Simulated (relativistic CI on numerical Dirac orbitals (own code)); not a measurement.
Nb⁶⁺: calculation against measurement

Calculated at this level of theory: Dirac-Coulomb-Breit CI, orbitals from a KLI potential per configuration, QED by a radiative potential, valence Slater integrals scaled by 0.9, configuration energies shifted to the measured levels that pair with them (semi-empirical) (own radial code, finite nucleus).

CI space (outside the closed core [Ar] 3d10): 4s2.4p5, 4s.4p6, 4s2.4p4.5s, 4s2.4p4.4d, 4s2.4p3.4d2, 4s.4p5.4d, 4s2.4p4.4f, 4s.4p5.4f, 4p5.4d2, 4s2.4p4.5p, 4s2.4p3.4f2, 4s2.4p4.5d, 4p6.4d, 4s.4p4.4d2, 4s2.4p4.6s, 4s2.4p3.4d.4f, 4s2.4p4.6p, 4s.4p5.5s, 4s2.4p4.5f, 4s2.4p4.5g, 4s2.4p4.6d, 4p5.4f2, 4s.4p5.5p, 4s2.4p3.4d.5s, 4s2.4p4.6f, 4s.4p5.5d, 4p6.4f, 4s2.4p3.4d.5p, 4s.4p4.4d.4f, 4s.4p4.5s.5p. Levels of other configurations are missing.

```tsv
Configuration	Term (tabulated)	J	Measured (cm⁻¹)	Computed	Error	Purity (%)
4s2.4p5	2P°	3/2	0.0	0	0	97
4s2.4p5	2P°	1/2	19185.0	18930	-255	97
4s.4p6	2S	1/2	212501.0	212491	-10	74
4s2.4p4.5s	4P	1/2	426310.0	444290	17980	87
4s2.4p4.5s	2D †	5/2	455071.0	463365	8294	91
4s2.4p4.5s	2P	1/2	458824.0	453174	-5650	91
4s2.4p4.5s	2D †	3/2	464153.0	464152	-1	85
4s2.4p4.5s	2S	1/2	506552.0	497663	-8889	82
```

Measured levels from Moore, Atomic Energy Levels, vol. II, NSRDS-NBS 35 (1971 reprint of NBS Circular 467, 1952); pairs were made by configuration, J and term (by order where the table uses no LS term), so strongly mixed levels may be paired wrongly. The analysis dates from before 1960.

Mean error by configuration (cm⁻¹): 4s2.4p5 -255; 4s.4p6 -10; 4s2.4p4.5s 1147. Over the excited levels the mean absolute error is 6557 cm⁻¹ (7 of the 8 excited levels that our extract of the source holds in range could be paired, and the others can miss by more), and the median relative error of those above 1,000 cm⁻¹ is 1.3 %, both after the shifts were fitted to these levels, so that a configuration with one level shows no error. † marks terms whose computed intervals miss the measured ones by more than a factor of 2.5, or configurations far off the rest, from wrong mixing, a near crossing or a doubtful label or measurement; they are left out of the means.

Configurations whose levels could be paired with our table of measured levels were shifted onto them, all but the ground configuration, by the median error of their levels; single terms can still be off by 1,000 to 2,000 cm⁻¹ or more, and rates follow the energies as ν³ (E1, M1) or ν⁵ (E2). The others borrow a shift and can be off by several thousand cm⁻¹ or more. 7 of the 8 excited levels that our extract of the measured tables holds in this range could be paired (the sources list more); they are missed by 5868 cm⁻¹ on average and 17980 at most, after the shifts were fitted to these levels, and levels without a partner can miss by more.

Shifts applied (cm⁻¹): 4s2.4p5 0; 4s.4p6 -6109; 4s2.4p4.5s -34384.
